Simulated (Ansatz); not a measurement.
Cost and result for the atomization energy of `C[O][AlH][S][SiH3]` (12 atoms, 11 bonds).

```tsv
atom	x (Å)	y (Å)	z (Å)
C1	0.298	-1.198	-1.422
O2	1.052	-0.054	-1.181
Al3	1.347	1.339	-0.317
S4	0.172	1.983	1.410
Si5	-1.176	0.345	1.635
H6	0.458	-1.533	-2.451
H7	-0.774	-1.019	-1.285
H8	0.595	-2.011	-0.750
H9	2.542	2.251	-0.767
H10	-0.454	-0.951	1.707
H11	-1.910	0.566	2.904
H12	-2.150	0.281	0.515
```

Charge 0, multiplicity 1. The geometry is a stationary point of PBE0-D4/def2-TZVP. It is one conformer, not always the lowest. Program: Ansatz. All runs use 4 threads of an Arm Neoverse V1 on a shared host. Times are those of one run each, without the atoms' runs, and a repeat can differ threefold. Electronic energies, without spin–orbit coupling; frozen cores. CCSD(T)/CBS adds CCSD(T) − MP2 in def2-TZVPP to the MP2 limit, and its time is that of the two runs behind it. T1 = 0.012. B3LYP takes the VWN-RPA correlation (the form of Gaussian; ORCA's B3LYP/G).

CCSD(T)/CBS is a level of theory with its own doubt, some kJ/mol a heavy atom from the limit and from the frozen cores, so smaller differences don't rank the functionals.

| level | functions | wall time | atomization (kJ/mol) | difference from CCSD(T)/CBS | per bond |
| --- | --- | --- | --- | --- | --- |
| PBE-D4/def2-TZVPP (with forces) | 286 | 3.3 s | 4061.3 | -2.2 | -0.2 |
| PBE0-D4/def2-TZVPP | 286 | 4.3 s | 4018.5 | -45.0 | -4.1 |
| r2SCAN-D4/def2-TZVPP (with forces) | 286 | 6.5 s | 4064.8 | 1.3 | 0.1 |
| B3LYP-D4/def2-TZVPP (with forces) | 286 | 7 s | 4039.7 | -23.8 | -2.2 |
| B2PLYP/def2-TZVPP | 286 | 7 s | 3994.8 | -68.7 | -6.2 |
| ωB97X-V/def2-TZVPP | 286 | 11 s | 4077.1 | 13.6 | 1.2 |
| ωB97M-V/def2-TZVPP (with forces) | 286 | 15 s | 4066.3 | 2.8 | 0.3 |
| MP2/def2-QZVPP | 534 | 30 s | 4060.5 | -3.0 | -0.3 |
| CCSD(T)/def2-TZVPP | 286 | 3.3 min | 3950.7 | -112.8 | -10.3 |
| CCSD(T)/CBS(def2) | – | 3.8 min | 4063.5 | 0.0 | 0.0 |

The D4 term adds +47.0 kJ/mol with B3LYP and +25.1 kJ/mol with PBE0; it sums over pairs of atoms, weighted by their polarisabilities, and B3LYP, whose exchange is more repulsive, gets the larger term. From PBE to PBE0 (25 % exact exchange), in def2-TZVPP and without D4, the atomization energy moves by −38.9 kJ/mol: exact exchange takes away binding that semilocal exchange gives to molecules. In def2-TZVPP, CCSD(T) changes the Hartree–Fock value by +939.3 kJ/mol (the triples alone add +51.8 kJ/mol) and MP2 by +982.0 kJ/mol; breaking electron pairs costs correlation energy, which Hartree–Fock lacks.
